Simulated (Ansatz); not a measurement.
Question: Name a neutral molecule of Al, F, Si and H with HOMO energy (B3LYP/def2-TZVPP) between -8.55 and -8.25 eV and LUMO energy (ωB97M-V/def2-TZVPP) between -1.25 and -0.95 eV (Ansatz, PBE0-D4/def2-TZVP geometry).

Answer: `F[Si](F)(F)[AlH2]` (-8.36 eV, -1.01 eV). Other molecules can fit too; these were computed, each in one conformer that needn't be the lowest.

B3LYP here is the variant with VWN-RPA as its local correlation; programs differ in this.
